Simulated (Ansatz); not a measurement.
Consider the cleavage of the Ge–B bond: `[CH3][GeH2][BH][AlH2]` + CH₃SH → `C[S][GeH2][CH3]` + `[BH2][AlH2]`.

Gas-phase electronic energies from Ansatz, PBE0-D4/def2-TZVP geometries. CCSD(T)/CBS is the MP2 limit (def2-TZVPP, def2-QZVPP) plus CCSD(T) − MP2 in def2-TZVPP, frozen cores. This one scheme is used for every species. Functionals use def2-TZVPP. B3LYP here is the variant with VWN-RPA as its local correlation; programs differ in this. For Ge outer-core shells are correlated without core-valence functions, which leaves a few kJ/mol of doubt a bond. Scalar relativity is left out up to krypton. One conformer a species, not always the lowest.

| level | ΔE (kcal/mol) | difference from CCSD(T)/CBS |
| --- | --- | --- |
| r2SCAN-D4 | -10.5 | 0.2 |
| PBE0-D4 | -10.3 | 0.4 |
| B3LYP-D4 | -11.4 | -0.7 |
| B2PLYP | -11.3 | -0.6 |
| B3LYP | -10.3 | 0.4 |
| MP2/def2-TZVPP | -12.5 | -1.8 |
| CCSD(T)/def2-TZVPP | -10.6 | 0.1 |
| SCS-MP2/def2-QZVPP | -12.5 | -1.8 |
| MP2/CBS(def2) | -12.6 | -1.9 |
| CCSD/CBS(def2) | -10.6 | 0.1 |
| CCSD(T)/CBS | -10.7 | 0 |

Largest T1 diagnostic among the species: 0.012.

From PBE to PBE0 (25 % exact exchange), in def2-TZVPP and without D4, ΔE moves by −1.0 kcal/mol. The D4 term adds −1.1 kcal/mol with B3LYP and −0.6 kcal/mol with PBE0; it sums over pairs of atoms, weighted by their polarisabilities, and B3LYP, whose exchange is more repulsive, gets the larger term.
